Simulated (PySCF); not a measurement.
FGe, SMILES [F][Ge] (connectivity only; charge and spin as stated), charge +1, multiplicity 1. Geometry optimised at PBE0-D3(BJ)/def2-TZVPD. The spin state was assumed, not searched.

The numbers are results of PBE0-D3(BJ)/def2-TZVPD (PySCF), not measurements.

Harmonic wavenumbers (cm⁻¹): 809. Rotational constants (GHz): 11.93 (linear); symmetry number 1.

Work out the zero-point energy and the ideal-gas rigid-rotor harmonic-oscillator thermochemistry at 298.15 K and 1 atm.

ZPE = ½ Σ hcν = ½ × 809 cm⁻¹ = 4.84 kJ/mol. H − E(el) = 13.72 kJ/mol. Entropy in J/(mol K): translation 165.09, rotation 60.32, vibration 0.84, total 226.25. G − E(el) = -53.74 kJ/mol. Cp = 31.76 J/(mol K).
